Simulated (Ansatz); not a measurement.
Ansatz (a quantum-chemistry and plane-wave program) input (SVWN5/def2-TZVPD):

Ansatz 0.2 input:
```yaml
crystal:
  periodic: [false, false, false]
  atoms:
    - {symbol: Sn, position_ang: [-0.00363434, -0.01081654, 0.87291239]}
    - {symbol: Br, position_ang: [-1.82041277, -1.46317825, -0.44145353]}
    - {symbol: Br, position_ang: [-0.35897586, 2.31729584, -0.38852382]}
    - {symbol: Br, position_ang: [2.18458054, -0.83866540, -0.41704035]}
basis:
  gaussian:
    orbitals: def2-TZVPD
hamiltonian:
  xc: {name: SVWN5}
total_charge: -1
output: {forces: true}
```

Output:

```
Functional definition: SVWN5
integrals: 0.25 GiB planned
1664 factors; their error is unknown
mean field: 1.29 GiB planned
mean field evaluation 1: about -215679.4095 eV, gradient 3.1e1 eV
mean field evaluation 2: about -215678.6572 eV, gradient 3.2e1 eV
mean field evaluation 4: about -215680.1977 eV, gradient 1.4e0 eV
mean field evaluation 8: about -215680.2025 eV, gradient 1.6e-2 eV
mean field evaluation 16: about -215680.1915 eV, gradient 2.2e-5 eV
mean field -215680.19149677 eV, -7926.1008442219 hartree, gradient 2.2e-5 eV, S^2 0.000000; 0 other end points of the search recorded, 0 dependent functions left out
the calculation of the forces begins
reference -215680.19155513 eV, -7926.1008463665 hartree; 64, 64 occupied and 163, 163 virtual orbitals, 1664 factors
Total energy: -215680.19155513 eV, -7926.1008463665 hartree
Atom 0 at    -0.003634    -0.010817     0.872912 Å, force     0.002346     0.007151    -0.575513 eV/Å
Atom 1 at    -1.820413    -1.463178    -0.441454 Å, force     0.283723     0.226827     0.195872 eV/Å
Atom 2 at    -0.358976     2.317296    -0.388524 Å, force     0.055572    -0.363359     0.187609 eV/Å
Atom 3 at     2.184581    -0.838665    -0.417040 Å, force    -0.341642     0.129382     0.192032 eV/Å
Dipole moment:    -0.002315    -0.006891     0.556107 e Å
```
